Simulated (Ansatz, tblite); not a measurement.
Spin states of the cluster Cd₂Cl₂⁺, each relaxed with PBE-D4/def2-SVP in Ansatz. Electronic energies in the gas phase.

In the def2 sets Cd takes a core potential; there is no spin–orbit coupling. The xTB rows come from tblite. B3LYP takes the VWN-RPA correlation. Correlated methods freeze 10 core orbitals; core or outer-core shells of Cd are correlated, in sets that lack core-valence functions. In the quartet, Cl3 and Cl4 lie 2.68 Å apart (atoms count from 1), so these atoms are partly bonded to each other. The structure comes from a short search, and lower isomers may exist.

Doublet geometry (Cs within 0.1 Å):

```xyz
4

Cd    1.0736    0.3459   -0.1109
Cd   -3.0923   -0.9824    0.3412
Cl   -0.7918   -0.9213   -0.9199
Cl    2.8104    1.5578    0.6896
```

Quartet geometry (C2 within 0.1 Å):

Cartesian coordinates in Å:
```
Cd 0.625 -2.586 0.490
Cd -0.339 2.681 0.015
Cl -1.302 0.303 0.322
Cl 1.017 -0.398 -0.828
```

⟨S²⟩: doublet 0.75 at PBE0-D4/def2-TZVP (pure 0.75), quartet 3.76 at PBE0-D4/def2-TZVP (pure 3.75).

Run but left out: HF/def2-SVP, MP2/def2-SVP, CCSD/def2-SVP, CCSD(T)/def2-SVP (flagged by the program: other roots).

Only these spin states were relaxed. The quartet has other bonds than the doublet, so the gap mixes isomer and spin.

Task: Estimate which spin state lies lowest at each of these levels, and by how much: GFN1-xTB; GFN2-xTB; HF/def2-TZVP; LDA (SPW92)/def2-TZVP; PBE-D4/def2-TZVP; revPBE-D4/def2-TZVP; B97M-V/def2-TZVP; B3LYP-D4/def2-TZVP; PBE0-D4/def2-TZVP; ωB97M-V/def2-TZVP; RPA@PBE/def2-TZVP; MP2/def2-TZVP.

Result: 
| level | quartet − doublet (kcal/mol) | lowest of these |
| --- | --- | --- |
| GFN1-xTB | 58.9 | doublet |
| GFN2-xTB | 44.1 | doublet |
| HF/def2-TZVP | 57.5 | doublet |
| LDA (SPW92)/def2-TZVP | 60.7 | doublet |
| PBE-D4/def2-TZVP | 54.1 | doublet |
| revPBE-D4/def2-TZVP | 50.9 | doublet |
| B97M-V/def2-TZVP | 60.6 | doublet |
| B3LYP-D4/def2-TZVP | 53.9 | doublet |
| PBE0-D4/def2-TZVP | 58.4 | doublet |
| ωB97M-V/def2-TZVP | 65.5 | doublet |
| RPA@PBE/def2-TZVP | 57.1 | doublet |
| MP2/def2-TZVP | 68.1 | doublet |

Change of the quartet − doublet gap on mixing in exact exchange, in kcal/mol: PBE to PBE0 (25 % exact exchange) 4.3. The xTB methods have no spin-polarisation term.
